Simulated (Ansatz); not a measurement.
Two isomers of CH7FO2Si2: A = `O[SiH](O)C[SiH2]F`, B = `C[SiH](F)O[SiH2]O`.

Program: Ansatz. Geometries: PBE0-D4/def2-TZVP. ΔE: electronic, gas phase. CCSD(T)/CBS adds triple-zeta CCSD(T) − MP2 to the extrapolated MP2 energy (def2 sets, frozen cores). DFT in def2-TZVPP. B3LYP here is the variant with VWN-RPA as its local correlation; programs differ in this. One conformer a species, not always the lowest.

Which isomer does CCSD(T)/CBS put lower? Give the gap. (Estimate.)

Computed: B, by 112.8 kJ/mol.

Give E(B) − E(A) in kJ/mol with CCSD/def2-TZVPP, PBE-D4, B2PLYP, HF/def2-TZVPP, r2SCAN-D4, B3LYP, CCSD(T)/def2-TZVPP. (An estimate is asked.)

The calculation gave: CCSD/def2-TZVPP -116.1, PBE-D4 -99.3, B2PLYP -117.8, HF/def2-TZVPP -136.5, r2SCAN-D4 -111.2, B3LYP -118.6, CCSD(T)/def2-TZVPP -112.7. None reverses the order clearly.

Largest T1 diagnostic: 0.011.

The D4 term adds +3.2 kJ/mol with B3LYP and +1.5 kJ/mol with PBE0; it sums over pairs of atoms, weighted by their polarisabilities, and B3LYP, whose exchange is more repulsive, gets the larger term. In def2-TZVPP, CCSD(T) changes the Hartree–Fock value by +23.8 kJ/mol (the triples alone add +3.4 kJ/mol) and MP2 by +23.7 kJ/mol.
